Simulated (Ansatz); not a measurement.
Born–Oppenheimer molecular dynamics of CH3AlBF (7 atoms, charge 0, multiplicity 1). It starts at the highest image of a converged band, a first-order saddle point between two minima.

Theory: RKS revPBE-D4/def2-SVP (Ansatz).

```
ensemble                      : NVE (velocity Verlet)
time step                     : 0.5 fs
steps asked                   : 200
starting velocities drawn for : 300 K
seed                          : 5183
```

First frame:

```xyz
7
Properties=species:S:1:pos:R:3
F -2.379 -1.400 0.793
C -1.706 -0.393 0.191
B -0.302 -0.154 0.090
Al 1.732 0.390 -0.188
H -2.374 0.355 -0.294
H 2.480 1.327 0.874
H 2.549 -0.127 -1.466
```

Task: How far do the bonds stretch over the last three quarters of this one trajectory? (Pairs bonded in most of those frames.)

Result: 
| bond | mean (Å) | spread (Å) | shortest | longest |
| --- | --- | --- | --- | --- |
| F1–C2 | 1.352 | 0.016 | 1.32 | 1.38 |
| C2–B3 | 1.434 | 0.026 | 1.39 | 1.48 |
| C2–H5 | 1.119 | 0.034 | 1.06 | 1.17 |
| B3–Al4 | 2.088 | 0.022 | 2.06 | 2.14 |
| Al4–H6 | 1.609 | 0.016 | 1.58 | 1.63 |
| Al4–H7 | 1.612 | 0.022 | 1.57 | 1.66 |

Mean temperature of the second half: 422 K. The conserved energy stayed within 0.17 meV per atom of its start (net change 0.055 meV per atom), so the integration is sound. The system heated up, since it started high on the potential surface and ran downhill. A run of 0.1 ps of so small a system gives no equilibrium averages. The orbitals stay closed-shell, which can raise the energy where a bond breaks towards radicals; this wasn't checked here.

Time of the run: 4.9 min on 1 thread of Intel(R) Xeon(R) Platinum 8223CL CPU @ 3.00GHz (Skylake/Cascade Lake), on a shared host, peak memory 0.14 GiB.
